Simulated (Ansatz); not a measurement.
Mulliken charges of BCl$_{2}$HSe, SMILES `ClB(Cl)[SeH]` from PBE/def2-TZVPP in Ansatz (PBE0-D4/def2-TZVP geometry).

```json
{"atom": "Cl1", "x (Å)": "0.365", "y (Å)": "0.131", "z (Å)": "1.782", "charge (e)": "-0.097"}
{"atom": "B2", "x (Å)": "0.312", "y (Å)": "-0.421", "z (Å)": "0.129", "charge (e)": "0.127"}
{"atom": "Cl3", "x (Å)": "1.158", "y (Å)": "-1.879", "z (Å)": "-0.325", "charge (e)": "-0.098"}
{"atom": "Se4", "x (Å)": "-0.651", "y (Å)": "0.512", "z (Å)": "-1.254", "charge (e)": "0.011"}
{"atom": "H5", "x (Å)": "-1.134", "y (Å)": "1.584", "z (Å)": "-0.374", "charge (e)": "0.058"}
```

Problem. By hand: the dipole of these point charges (1 e Å = 4.8032 D).

Solution. Σ q r = (-0.182, 0.215, -0.160) e Å, of length 0.324 e Å = 1.56 D.

Problem. How does the dipole of the full density compare? (An estimate is asked.)

Solution. The calculation gave: (-0.121, 0.172, -0.033) e Å, 1.02 D; the point charges give 1.53 times that, at 21° from its direction.

Point charges leave out the atoms' own dipoles, such as those of lone pairs, and Mulliken's split depends on the basis, so the two needn't agree.
